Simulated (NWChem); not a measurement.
Molecule: CH5FOSi; SMILES [SiH2](F)OC

```xyz
9

Si    -0.5256     0.6564    -0.0474
F      0.8243     1.5548     0.0205
O     -0.2395    -0.8626     0.5107
C      0.5254    -1.8523    -0.1257
H     -0.9298     0.6218    -1.4804
H     -1.5341     1.2590     0.8521
H      1.6055    -1.6778     0.0157
H      0.2750    -2.8297     0.3130
H      0.3222    -1.9019    -1.2113
```
Atoms are numbered in this order, from 1.

Computed with NWChem. Geometry: optimised at PBE0/def2-SVP. Level: PBE0/def2-SVP with SMD (1 M gas to 1 M solution), gas-phase geometry. Reactions with the solvent are ignored.

Q: Predict the results for solvent water. Quantities: solvation free energy (kcal/mol); cavity-dispersion-structure term (kcal/mol); dipole in solution (D).

A: 
```yaml
solvation free energy (kcal/mol): -0.1
cavity-dispersion-structure term (kcal/mol): 3.6
dipole in solution (D): 1.99
```
